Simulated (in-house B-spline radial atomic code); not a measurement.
## Excitations of Mg10+ by several methods

Full response, energies in eV; labels give the largest channel, * marks a mixed state, a dash one above the method's threshold, and an imaginary frequency an unstable closed-shell reference. Computed with an all-electron radial atomic-structure program (B-spline basis): linear response of the closed shell 1s2 with each method's own kernel (bare exchange for TDHF, static screening on G0W0 levels for BSE, the adiabatic kernel for functionals); non-relativistic, point nucleus, no spin-orbit coupling, no double excitations, S, P, D and F terms only.

| method | 1s → 2s 3S | 1s → 2p 3P | 1s → 2s 1S | α (bohr³) |
| --- | --- | --- | --- | --- |
| TDHF | 1329.41 | 1341.23 | 1342.69 | 0.0004907 |
| BSE on G0W0@HF | 1329.33 | 1340.88 | 1342.52 | 0.0004903 |
| LDA VWN5 | 1298.69 | 1312.38 | 1310.02 | 0.000504 |
| PBE | ? | ? | ? | ? |
| PBE0 | 1309.83 | 1323.08 | 1322.19 | 0.000497 |
| B3LYP (VWN-RPA) | 1294.44 | 1310.53 | 1315.45 | 0.0004975 |
| CAM-B3LYP | 1294.49 | 1310.73 | 1315.48 | 0.0004971 |
| LC-wPBE | 1301.77 | 1315.93 | 1313.75 | 0.0004992 |
| wB97X | 1310.38 | 1325.32 | 1323.09 | 0.0004946 |
| HSE06 | 1309.93 | 1323.15 | 1322.30 | 0.000497 |
| BHandHLYP | 1299.07 | 1315.31 | 1322.77 | 0.0004947 |
| BLYP | 1285.90 | 1302.96 | 1308.85 | 0.0004988 |
| PBEsol | 1300.45 | 1314.34 | 1312.46 | 0.0005011 |
| BP86 | 1304.67 | 1318.70 | 1316.30 | 0.0004981 |
| LDA exchange-only | 1296.07 | 1309.89 | 1308.22 | 0.0005045 |
| B97-1 | ? | ? | ? | ? |
| RPBE | 1302.96 | 1316.87 | 1315.07 | 0.0004987 |
| OLYP | 1284.09 | 1301.88 | 1307.15 | 0.0004986 |

(1) What does PBE give?

(2) What does B97-1 give?

## Answers

(1) 1s → 2s 3S: 1302.88; 1s → 2p 3P: 1316.64; 1s → 2s 1S: 1314.98; α: 0.0004993 (eV, bohr³).

(2) 1s → 2s 3S: 1308.58; 1s → 2p 3P: 1322.76; 1s → 2s 1S: 1321.50; α: 0.0004969 (eV, bohr³).
